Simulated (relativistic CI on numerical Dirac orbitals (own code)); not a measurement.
Calculated at this level of theory: Dirac-Coulomb-Breit CI, separate exchange-only KLI orbitals for each configuration, model QED, valence Slater integrals scaled by 0.9, configuration energies shifted to the measured levels that pair with them (semi-empirical) (own radial code, finite nucleus).

CI space (outside the closed core [Ne]): 3s2.3p6.3d2, 3s2.3p6.3d.4s, 3s2.3p6.3d.4p, 3s2.3p5.3d3, 3s2.3p6.3d.4f, 3s2.3p5.3d2.4s, 3s2.3p4.3d4, 3s.3p6.3d3, 3s2.3p6.3d.4d, 3s2.3p6.3d.5s, 3s2.3p6.3d.5p, 3s2.3p6.3d.5d, 3p6.3d4, 3s2.3p6.4s2, 3s2.3p6.3d.5f, 3s2.3p6.3d.5g, 3s2.3p6.4s.4p, 3s2.3p5.3d2.4p, 3s2.3p6.4p2, 3s.3p5.3d4, 3s2.3p6.4s.4d, 3s2.3p5.3d2.4d, 3s2.3p6.4p.4d, 3s2.3p5.3d2.5s, 3s2.3p5.3d2.4f, 3s2.3p5.3d2.5p. Levels of other configurations are missing.

Configurations whose levels could be paired with our table of measured levels were shifted onto them, all but the ground configuration, by the median error of their levels; single terms can still be off by 1,000 to 2,000 cm⁻¹ or more, and rates follow the energies as ν³ (E1, M1) or ν⁵ (E2). The others borrow a shift and can be off by several thousand cm⁻¹ or more. 34 of the 65 excited levels that our extract of the measured tables holds in this range could be paired (the sources list more); they are missed by 2044 cm⁻¹ on average and 27523 at most, after the shifts were fitted to these levels, and levels without a partner can miss by more.

Outline of the computed level scheme of Fe VII. Lowest level of each configuration: 3s2.3p6.3d2 3F_2 at 0.0000 eV; 3s2.3p6.3d.4s 3D_1 at 42.7083 eV; 3s2.3p6.3d.4p 1D°_2 at 52.7476 eV; 3s2.3p5.3d3 5S°_2 at 64.7137 eV; 3s2.3p6.3d.4d 1F_3 at 68.6328 eV.

Some strong electric-dipole decays among the lowest 45 levels: 3s2.3p6.3d.4p 1F°_3 → 3s2.3p6.3d2 1G_4 (2.6e+10 s⁻¹); 3s2.3p6.3d.4p 3D°_1 → 3s2.3p6.3d2 3F_2 (2.0e+10 s⁻¹); 3s2.3p6.3d.4p 3P°_0 → 3s2.3p6.3d2 3P_1 (1.6e+10 s⁻¹); 3s2.3p6.3d.4p 3D°_2 → 3s2.3p6.3d2 3F_3 (1.6e+10 s⁻¹); 3s2.3p6.3d.4p 3D°_3 → 3s2.3p6.3d2 3F_4 (1.5e+10 s⁻¹); 3s2.3p6.3d.4p 1P°_1 → 3s2.3p6.3d2 1D_2 (1.1e+10 s⁻¹); 3s2.3p6.3d.4p 1D°_2 → 3s2.3p6.3d2 1D_2 (9.4e+09 s⁻¹); 3s2.3p6.3d.4p 3F°_4 → 3s2.3p6.3d2 3F_4 (7.3e+09 s⁻¹).
